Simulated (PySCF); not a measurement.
In(H)2(OAc) (C2H5InO2), SMILES [O]([InH2])C(=O)C.

Coordinates come from a B3LYP-D3(BJ)/def2-SVP optimisation. The def2 effective core potentials stand for the cores of In; spin–orbit coupling is left out.

Two levels are set side by side: PBE/def2-TZVP (PySCF) and r2SCAN/def2-TZVP (PySCF). Same geometry, gas phase. Differences are taken from unrounded values.

```tsv
quantity	PBE
orbital gap (eV)	5.06
highest occupied level (eV)	-6.72
lowest empty level (eV)	-1.66
dipole moment (D)	0.23
mean polarisability (bohr³)	67.7
```

Question: These are the PBE values. What does r2SCAN give? (The exact figures need the calculation; the answer reports its results.)

Answer: 
| quantity | r2SCAN | PBE minus r2SCAN |
|---|---|---|
| orbital gap (eV) | 5.76 | -0.70 |
| highest occupied level (eV) | -7.05 | 0.33 |
| lowest empty level (eV) | -1.29 | -0.37 |
| dipole moment (D) | 0.21 | 0.02 |
| mean polarisability (bohr³) | 65.5 | 2.2 |

Rough cost on one machine, each run with all the roots and properties that it gave: r2SCAN against PBE about 3 times.
